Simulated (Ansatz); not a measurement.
`N#CC=O` + `C[SiH](N)N` → `C[SiH](N)NC#N` + `C=O`  (substitution at a C–C bond)

Calculated with Ansatz (gas phase, PBE0-D4/def2-TZVP geometries, no zero-point term in ΔE). CCSD(T)/CBS is the MP2 limit (def2-TZVPP, def2-QZVPP) plus CCSD(T) − MP2 in def2-TZVPP, frozen cores. This one scheme is used for every species. Functionals use def2-TZVPP. Each species was taken in one conformer, which may not be the lowest.

`N#CC=O`:

```xyz
5

N     0.999    1.753    0.028
C     0.439    0.749   -0.009
C    -0.297   -0.519   -0.006
O    -0.241   -1.294   -0.914
H    -0.899   -0.689    0.902
```

`C[SiH](N)N`:

Cartesian coordinates in Å:
```
C -0.905 0.341 -1.249
Si 0.460 0.042 -0.009
N 0.674 -1.563 0.553
N 0.064 0.997 1.361
H -1.879 0.061 -0.839
H -0.735 -0.250 -2.153
H -0.951 1.393 -1.546
H 1.763 0.348 -0.676
H -0.053 -2.052 1.048
H 1.306 -2.192 0.087
H -0.406 1.880 1.253
H 0.662 0.994 2.171
```

`C[SiH](N)NC#N`:

Cartesian coordinates in Å:
```
C -1.234 -0.527 0.840
Si -0.258 0.402 -0.431
N 0.202 2.004 -0.078
N 1.245 -0.500 -0.616
C 1.399 -1.793 -0.357
N 1.500 -2.917 -0.108
H -2.212 -0.060 0.975
H -0.719 -0.536 1.805
H -1.388 -1.566 0.538
H -0.985 0.492 -1.723
H -0.208 2.779 -0.568
H 0.624 2.282 0.793
H 2.033 -0.060 -1.070
```

`C=O`:

Cartesian coordinates in Å:
```
C -0.002 0.001 -0.004
O 0.446 -0.220 1.082
H -0.623 -0.741 -0.546
H 0.179 0.960 -0.531
```

```
             level  ΔE (kJ/mol)  difference from CCSD(T)/CBS
         r2SCAN-D4         -1.1                         -6.7
           PBE0-D4         -6.0                        -11.6
            B2PLYP          2.4                         -3.2
               PBE          0.6                         -5.0
            r2SCAN          0.0                         -5.6
     HF/def2-TZVPP         -7.6                        -13.2
SCS-MP2/def2-TZVPP          6.4                          0.8
     HF/def2-QZVPP         -7.4                        -13.0
     MP2/CBS(def2)          6.3                          0.7
    CCSD/CBS(def2)          3.8                         -1.8
       CCSD(T)/CBS          5.6                            0
```

Largest T1 diagnostic among the species: 0.016.

In def2-TZVPP, CCSD(T) changes the Hartree–Fock value by +12.4 kJ/mol (the triples alone add +1.7 kJ/mol) and MP2 by +13.1 kJ/mol. The D4 term adds −4.2 kJ/mol with B3LYP and −2.6 kJ/mol with PBE0; it sums over pairs of atoms, weighted by their polarisabilities, and B3LYP, whose exchange is more repulsive, gets the larger term. From PBE to PBE0 (25 % exact exchange), in def2-TZVPP and without D4, ΔE moves by −4.1 kJ/mol.

B3LYP here is the variant with VWN-RPA as its local correlation; programs differ in this.
